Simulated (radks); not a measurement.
The numbers below are computed, except where a source is named.
Species: Ne2+. Configuration: [He] 2s2 2p4. Level of theory: scalar-relativistic Kohn-Sham, exchange-only B88, spin-unpolarised, spherical densities, finite nucleus; Fermi nuclear charge, rms radius 3.0055 fm (a radial shooting solver on a logarithmic mesh with Libxc functionals).

Unscreened Slater integrals over Kohn-Sham orbitals (eV).

F0(2p,2p): 30.876
F2(2p,2p): 14.065
F0(2p,2s): 30.153
G1(2p,2s): 18.192
F0(2p,1s): 43.889
G1(2p,1s): 5.4011
F0(2s,2s): 29.755
F0(2s,1s): 42.158
G0(2s,1s): 3.2669
F0(1s,1s): 162.40

Derived for the open shells (J is the average intra-shell exchange parameter used in DFT+U). 2p: J = F2/5 = 2.813 eV; in LS coupling 1D lies 6 F2/25 = 3.376 eV above 3P.
